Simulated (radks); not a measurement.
Charge is removed step by step from the 4s1/2 level of the indium ion In+, starting from [Kr] 4d10 5s2. Calculated with a radial shooting solver on a logarithmic mesh with Libxc functionals: Dirac Kohn-Sham, BLYP, spin-unpolarised, spherical densities, finite nucleus; Fermi nuclear charge, rms radius 4.6156 fm.

removed (e)  E - E(0) (eV)  eigenvalue (eV)  E minus straight line (eV)
0                    0.000          -126.83                       0.000
0.25                32.251          -131.20                      -1.688
0.5                 65.609          -135.68                      -2.269
0.75                100.10          -140.28                      -1.715
1                   135.76          -144.97                       0.000

Removing the whole electron costs 135.76 eV by Delta-SCF, against 126.83 eV from minus the eigenvalue at the starting occupation. Slater's transition state (half an electron removed) gives 135.68 eV. Integrating minus the eigenvalue over the occupation (Janak's theorem) gives 135.76 eV. The mean slope of the eigenvalue, de/dn, is 18.1 eV per electron.
